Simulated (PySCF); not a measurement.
Electron correlation in Se⁻ (selenium, charge -1)

[Ar] 3d10 4s2 4p5, 2P determinant. All numbers are calculated (PySCF 2.14, a scalar-relativistic core potential, in aug-cc-pVTZ-PP with ECP10MDF (6s5p4d2f, 55 functions)). Frozen: 3s2 3p6 3d10; 7 electrons correlated.

```tsv
level	correlation energy (mhartree)
CCSD	-153.57
(T)	-6.58
CCSD(T)	-160.15
```

Diagnostics: T1 = 0.0096, D1 = 0.0235, largest double amplitude 0.034.

Cost of the coupled-cluster step: roughly 1.4 core-seconds, for 7 correlated electrons.

Iterations:

```
CC2 = 0
CCSD nocc = (np.int64(4), np.int64(3)), nmo = (46, 46)
frozen orbitals [[0, 1, 2, 3, 4, 5, 6, 7, 8], [0, 1, 2, 3, 4, 5, 6, 7, 8]]
max_cycle = 100
direct = 0
conv_tol = 1e-08
conv_tol_normt = 1e-06
diis_space = 8
diis_start_cycle = 0
Init t2, MP2 energy = -0.135732747145866
Init E_corr(UCCSD) = -0.135732747146418
cycle = 1  E_corr(UCCSD) = -0.149140317981719  dE = -0.0134075708  norm(t1,t2) = 0.0443382
cycle = 2  E_corr(UCCSD) = -0.152213832053032  dE = -0.00307351407  norm(t1,t2) = 0.0151369
cycle = 3  E_corr(UCCSD) = -0.153502881553846  dE = -0.0012890495  norm(t1,t2) = 0.00721546
cycle = 4  E_corr(UCCSD) = -0.153620907971964  dE = -0.000118026418  norm(t1,t2) = 0.00226814
cycle = 5  E_corr(UCCSD) = -0.153555715544128  dE = 6.51924278e-05  norm(t1,t2) = 0.00117592
cycle = 6  E_corr(UCCSD) = -0.153566806187452  dE = -1.10906433e-05  norm(t1,t2) = 0.000384046
cycle = 7  E_corr(UCCSD) = -0.153570244472378  dE = -3.43828493e-06  norm(t1,t2) = 0.000112894
cycle = 8  E_corr(UCCSD) = -0.153569122331449  dE = 1.12214093e-06  norm(t1,t2) = 4.74227e-05
cycle = 9  E_corr(UCCSD) = -0.153569232268491  dE = -1.09937042e-07  norm(t1,t2) = 1.60703e-05
cycle = 10  E_corr(UCCSD) = -0.153569276808422  dE = -4.45399312e-08  norm(t1,t2) = 3.82479e-06
cycle = 11  E_corr(UCCSD) = -0.153569260647884  dE = 1.61605378e-08  norm(t1,t2) = 1.19258e-06
cycle = 12  E_corr(UCCSD) = -0.153569262616743  dE = -1.96885908e-09  norm(t1,t2) = 3.1452e-07
UCCSD converged
E(UCCSD) = -372.050307793624  E_corr = -0.1535692626167434
UCCSD(T) correction = -0.00658410967963434
```
